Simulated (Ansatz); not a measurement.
Other settings, tried on [WS4]2- (WS₄²⁻).

```yaml
crystal:
  periodic: [false, false, false]
  atoms:
    - {symbol: W, position_ang: [0.000053, -0.000011, -0.000024]}
    - {symbol: S, position_ang: [0.010446, -0.017539, 2.218381]}
    - {symbol: S, position_ang: [2.088190, 0.010292, -0.749602]}
    - {symbol: S, position_ang: [-1.053435, 1.815219, -0.719701]}
    - {symbol: S, position_ang: [-1.045255, -1.807962, -0.749043]}
basis:
  gaussian: {orbitals: ANO-RCC-VTZP}
total_charge: -2
magnetization: {spin_polarized: true, initial_magnetization: 2}
hamiltonian: {xc: {name: B3LYP5}}
scf: {lower_state_search: off}
output: {forces: true}
```

```sh
$ ansatz run in.yaml --threads 2 --pin off --events-out ev --progress --plain --max-ram 4352MiB
```

It prints (some lines left out):

```
Functional definition: B3LYP5
1829 factors; integrals over basis functions are off by at most 5.1e-4 eV
mean field evaluation 1: about -482783.0917 eV, gradient 6.9e1 eV
mean field evaluation 2: about -482502.8668 eV, gradient 3.0e2 eV
mean field evaluation 4: about -482788.8173 eV, gradient 4.9e1 eV
mean field evaluation 8: about -482802.5005 eV, gradient 2.1e0 eV
mean field evaluation 16: about -482802.5681 eV, gradient 5.0e-2 eV
mean field evaluation 32: about -482802.5845 eV, gradient 1.4e-5 eV
mean field -482802.58453294 eV, -17742.6677262400 hartree, gradient 2.1e-6 eV, S^2 2.016308; 0 other end points of the search recorded, 0 dependent functions left out
reference -482802.58477169 eV, -17742.6677350138 hartree; 71, 69 occupied and 169, 171 virtual orbitals, 1829 factors
Total energy: -482802.58477169 eV, -17742.6677350138 hartree
Relativity: scalar
Atom 0 at     0.000053    -0.000011    -0.000024 Å, force     0.003678    -0.000754    -0.001568 eV/Å
Atom 1 at     0.010446    -0.017539     2.218381 Å, force     0.028175     0.034000     1.016087 eV/Å
Atom 2 at     2.088190     0.010292    -0.749602 Å, force     0.961010    -0.036602    -0.320107 eV/Å
Atom 3 at    -1.053435     1.815219    -0.719701 Å, force    -0.521837     0.814963    -0.306387 eV/Å
Atom 4 at    -1.045255    -1.807962    -0.749043 Å, force    -0.471027    -0.811606    -0.388026 eV/Å
Dipole moment:    -0.000461     0.000147     0.000052 e Å
Checks for a lower state left out: stability, starts, cluster_reference, orbital_swaps, neighbouring_geometries, increment
```

Run time 88 s (2 threads of Intel Xeon Platinum 8375C on a shared host), peak host memory 1.6 GiB.

DK, ANO-RCC and x2c sets are all-electron and run with scalar relativity unless a key says otherwise. A multiply charged anion in the gas phase is held together partly by the finite basis. Removing one electron lowers the energy by 0.33 eV at PBE0-D4/def2-TZVPD, so it isn't bound. The highest occupied level of an anion often lies above zero with these methods, and sets without diffuse functions describe the outer electron poorly.

The dipole of an ion depends on the origin.
